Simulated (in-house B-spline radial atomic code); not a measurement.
# Ionising Mg⁴⁺ with different functionals

Computed with a B-spline radial code for spherical atoms: four-component Dirac-Coulomb Hamiltonian, Fermi nucleus of rms radius 3.057 fm, spin-restricted, spherical fractional occupations for the functionals, and exact exchange of hybrids averaged over the configuration. The ionisation energy is the difference of two self-consistent energies, [He] 2s2 2p4 → [He] 2s2 2p3, without Breit or QED terms; ε is the level of the shell that loses the electron (mean over j). The electron is taken from both j subshells in proportion to 2j + 1, so the result is a j average, not the step between ground levels.

```tsv
method	rung	ΔSCF (eV)	-ε(2p) (eV)
BHandHLYP	global hybrid	146.09	138.36
B3LYP	global hybrid	146.51	132.88
LC-wPBE	range-separated hybrid	146.49	134.81
wB97X	range-separated hybrid	146.12	135.45
```

Question: Among the functionals, which spreads more, the ΔSCF values or the orbital energies?

Answer: The orbital energies: ΔSCF values span about 0.41 eV and the orbital energies 5.48 eV; here energy differences depend much less on the functional than eigenvalues do.

Question: How do they compare with the NIST value?

Answer: NIST lists 141.33 eV ± 0.03 (semi-empirical, ground level to ground level). Errors run from +4.76 to +5.18 eV. The correlated functionals all miss on the same side by more than they spread, so the cause is common to them (Breit-QED terms, spin polarisation, the choice among j levels, multiplet and fine-structure energies, or a listed next ion that isn't the cheapest removal here) and closeness doesn't rank the functionals.
